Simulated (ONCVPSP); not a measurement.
# Ranking ONCV potentials for rubidium

All share these settings but for the change named:

```
Element                 : rubidium (Rb)
Generator               : ONCVPSP 4.0.1
Type                    : optimised norm-conserving Vanderbilt (ONCV)
Functional              : LDA (Perdew-Zunger)
Relativity              : scalar-relativistic
Frozen core             : [Ar] 3d10
Valence charge          : 9
Reference configuration : 4s2 4p6 5p1
Partial waves           : 4s: rc 2.35 bohr, ncon 3, nbas 7, qcut 4.7 1/bohr, 1 projector; 4p+5p: rc 2.50 bohr, ncon 4, nbas 9, qcut 6 1/bohr, 2 projectors; d scattering state at 0.37 Ha: rc 2.25 bohr, ncon 3, nbas 7, qcut 3.9 1/bohr, 2 projectors, debl 0.9 Ha
Local potential         : polynomial inside 1.90 bohr (lpopt 5, dvloc0 6 Ha)
Core correction         : Teter function, fcfact 2.75, rcfact 1.25
```

Test errors are all-electron minus pseudo excitation energies from the reference, over 4s2 4p6 5s1 5p0; 4s2 4p6 5p0; 4s2 4p6 5s0.5 5p0; 4s2 4p5 5s1 5p0. None of these files shows a bound ghost.

The base gives 71.6 meV.

Of 10 variants that were run, those that failed, showed a ghost or another fault, or gave nearly equal values are left out.

(1) Rank these variants by their largest absolute test error, smallest first.
A. s: rc 1.62; local potential polynomial inside 1.62 bohr (lpopt 5, dvloc0 6 Ha)
B. s: rc 1.8; local potential polynomial inside 1.80 bohr (lpopt 5, dvloc0 6 Ha)
C. s: rc 2.58
D. s: rc 2.04
E. s: rc 2.8

Answers

(1) D (7.7 meV), B (21.4 meV), A (101.0 meV), C (126.8 meV), E (178.0 meV).
